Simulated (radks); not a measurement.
Values are calculated unless marked as measured or tabulated.
Question: Spherical quantum dot in the effective-mass picture: electrons in a parabolic well V = omega^2 r^2 / 2 with omega = 2.11, all in effective atomic units (hartree* = m*/eps^2 hartree, bohr* = eps/m* bohr), one dielectric constant everywhere. Level of theory: non-relativistic Kohn-Sham, exchange-only LDA, spin-polarised, spherical densities (a radial shooting solver with Libxc functionals). Levels are named by radial order and angular momentum (1s, 1p, 1d, 2s, ...), and open shells are averaged over m. Results are scaled to m* = 0.125 and eps = 7.9, for which hartree* = 54.5 meV and bohr* = 3.344 nm. At N = 14 the configuration is 1s2 1p6 1d(up 5, down 1). Does electron 15 go into 2s down or 2s up or 1d down?

Answer: Into 1d down. The total energies of the other choices lie higher by 3.81 meV (2s up), 9.04 meV (2s down).
